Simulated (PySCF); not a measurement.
**Calculated NMR parameters of C#C[C@H]1CC[C@@H](C(F)(F)F)CC1**

```yaml
Formula: C9H11F3
SMILES: C#C[C@H]1CC[C@@H](C(F)(F)F)CC1
InChI: InChI=1S/C9H11F3/c1-2-7-3-5-8(6-4-7)9(10,11)12/h1,7-8H,3-6H2/t7-,8+
Point_group_of_the_computed_structure: Cs
Degrees_of_unsaturation: 3
Carbon_signals: 7
Proton_signals: 7
```

Mapped SMILES: `[CH:1]#[C:2][C@H:3]1[CH2:4][CH2:5][C@@H:6]([C:7]([F:8])([F:9])[F:10])[CH2:11][CH2:12]1`. Each H is labelled by its parent atom. Ha(C4), Ha(C5), Ha(C11), Ha(C12) are cis to C2 on the ring; Hb(C4), Hb(C5), Hb(C11), Hb(C12) are trans to C2 on the ring.

Computational details: PBE0-D3(BJ)/def2-SVP geometry, NMR shieldings at B3LYP/pcSseg-1/GIAO, J: B3LYP/pcJ-1 (spin–dipole term only in couplings to heteroatoms), in PySCF 2.14 (in vacuum, one averaged value for each set of equivalent atoms, non-relativistic Hamiltonian, one computed conformer).

Scale: TMS for 1H (σ = 31.38 ppm) and 13C (σ = 179.24 ppm); 19F (σ = 171.94 ppm) vs CFCl3 (reference shieldings calculated alike).

| carbon | δC, type | δH (multiplicity, J in Hz) | HMBC from (abs. J ≥ 3 Hz) | span of the C tensor (ppm) |
| --- | --- | --- | --- | --- |
| C1 | 74.6, CH | 1.94 (d, 3.9) | H(C3) | 218 |
| C2 | 89.0, C | – | H(C3), H(C1), Ha(C4)/Ha(C12), Hb(C4)/Hb(C12) | 312 |
| C3 | 28.9, CH | 2.58 (tdt, 4.9, 3.9, 3.0) | H(C1), Ha(C4)/Ha(C12), Hb(C5)/Hb(C11) | 19 |
| C4/C12 | 33.8, CH2 | Hb(C4) 1.27 (tdd, 15.0, 4.9, 4.0); Ha(C4) 1.83 (dtd, 14.7, 3.9, 3.0) | H(C3), Ha(C5)/Ha(C11), Ha(C4)/Ha(C12) | 17 |
| C5/C11 | 23.3, CH2 | Hb(C5) 1.61 (dq, 14.9, 3.9); Ha(C5) 1.87 (tdd, 15.1, 14.0, 4.2) | H(C3), Hb(C5)/Hb(C11), H(C6), Hb(C4)/Hb(C12) | 12 |
| C6 | 45.8, CH | 1.44 (tqt, 14.0, 7.8, 4.0) | Ha(C5)/Ha(C11), Ha(C4)/Ha(C12), Hb(C5)/Hb(C11) | 26 |
| C7 | 135.3, C | – | H(C6) | 15 |

Other nuclei:
| atoms | nucleus | environment | δ (ppm) | σ (ppm) |
| --- | --- | --- | --- | --- |
| F8/F9/F10 | 19F | fluorine of a CF3 group | -93.8 | 265.7 |

Selected couplings (Hz, signed; the shortest-range and largest first, 30 at most; isotopes 13C, 19F, 1H): 1J(C7,F8) -341.3, 1J(C1,H(C1)) 271.7, 1J(C4,Ha(C4)) 139.4, 1J(C3,H(C3)) 138.7, 1J(C5,Hb(C5)) 136.9, 1J(C5,Ha(C5)) 133.8, 1J(C4,Hb(C4)) 131.5, 1J(C6,H(C6)) 130.5, 2J(C6,F8) 28.1, 2J(Hb(C5),Ha(C5)) -14.9, 2J(Hb(C4),Ha(C4)) -14.7, 3J(Hb(C4),Ha(C5)) 15.3, 3J(Ha(C5),H(C6)) 14.0, 3J(F8,H(C6)) 7.8, 3J(H(C3),Hb(C4)) 4.9, 3J(Ha(C4),Ha(C5)) 4.2, 3J(Hb(C5),H(C6)) 4.0, 3J(Hb(C4),Hb(C5)) 4.0, 3J(Ha(C4),Hb(C5)) 3.6, 3J(H(C3),Ha(C4)) 3.0, 3J(C5,F8) 2.1, 4J(H(C1),H(C3)) -3.9.

Carbon types of the structure: 2 × C, 3 × CH, 4 × CH2, which accounts for all hydrogens. δC 135.3: CF3 carbon; 3 electronegative neighbours deshield it. δC 89.0: alkyne carbon; the triple bond shields along its axis, which puts it between sp3 and sp2 carbons. δC 74.6: terminal alkyne carbon; the triple bond shields along its axis, which puts it between sp3 and sp2 carbons. δC 33.8, 23.3: sp3 CH2 in a ring; aliphatic region, no heteroatom directly attached. δC 28.9: propargylic sp3 CH; aliphatic region, no heteroatom directly attached.

C–F couplings over four or more bonds (about 3 Hz to the para carbon of a fluoroarene) are left out. Common functionals overestimate the size of one-bond C–F couplings by tens of Hz; these are unscaled. Splittings below 1 Hz are ignored in the labels, and close J values are merged. Couplings among chemically equivalent protons are left out too, so labels in AA′BB′ or AA′XX′ sets are apparent multiplicities. Unscaled 3J(H,H) at this level run about 10 % above measured values. Shifts are as computed. Against solution values, carbons near 30 ppm lie about +2 ppm off and those near 130 ppm about +6 ppm. Of 1313 compounds with measured shifts, 239 miss one by over three times the rms of a fit or turn the order of signals round; such compounds aren't used in these exercises. Unscaled 19F shifts against computed CFCl3 carry errors that often reach 10 to 50 ppm.
